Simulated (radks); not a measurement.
Effect of the nuclear size on the gold ion Au3+, [Xe] 4f14 5d8. Calculated with a radial shooting solver on a logarithmic mesh with Libxc functionals: Dirac Kohn-Sham, exchange-only LDA, spin-unpolarised, spherical densities, finite nucleus; open shells fill j = l - 1/2 first; Fermi nuclear charge, rms radius 5.4371 fm. The rms radius is varied about that value; shifts are against it.

rms radius (fm)  total energy shift (eV)  density at nucleus (e/bohr^3)  1s1/2 shift (meV)  2s1/2 shift (meV)  5s1/2 shift (meV)  5p1/2 shift (meV)  5d5/2 shift (meV)  6s1/2 (empty) shift (meV)  6p1/2 (empty) shift (meV)
4.8934                             -18.3                      2.226e+06              -7350              -1080              -12.6             -0.242              0.164                      -1.91                     -0.082
5.2251                             -7.28                      2.168e+06              -2920               -431              -4.99             -0.096              0.065                     -0.759                     -0.033
5.4371                                 0                      2.134e+06              0.000              0.000              0.000              0.000              0.000                      0.000                      0.000
5.9591                              18.7                      2.057e+06               7490               1110               12.8              0.248             -0.167                       1.94                      0.084
6.7801                              50.0                      1.954e+06              20100               2960               34.3              0.669             -0.447                       5.21                      0.225

Slopes of the eigenvalues against <r^2> in GHz/fm^2, as finite differences over the two radii next to the reference (eigenvalue slopes, not the field-shift constants of lines): 1s1/2 306000, 2s1/2 45300, 5s1/2 524, 5p1/2 10.1, 5d5/2 -6.83, 6s1/2 (empty) 79.6, 6p1/2 (empty) 3.43.
